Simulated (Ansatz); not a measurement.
A structure relaxed at PBE-D4/def2-SVP in Ansatz, charge 0, singlet:

```xyz
6

Cd   -0.0688    0.4356   -1.5187
Cd    1.9577   -1.7522   -0.7266
Cd    0.0626    1.1544    1.5006
Te    0.9375    2.7720   -0.4692
Te   -2.1179   -1.1890   -0.6078
Te   -0.7711   -1.4208    1.8218
```

**Question.** Give its formula.

**Answer.** Cd3Te3.

**Question.** Summarise the bond lengths by kind (pairs closer than 1.2 times the sum of covalent radii, bridged metal pairs left out).

**Answer.** 4 × Cd–Te 2.69 to 2.77 Å; 1 × Cd–Cd 3.09 Å; 1 × Te–Te 2.79 Å.

In the def2 sets Cd, Te take a core potential; there is no spin–orbit coupling. The structure comes from a short search, and lower isomers may exist.
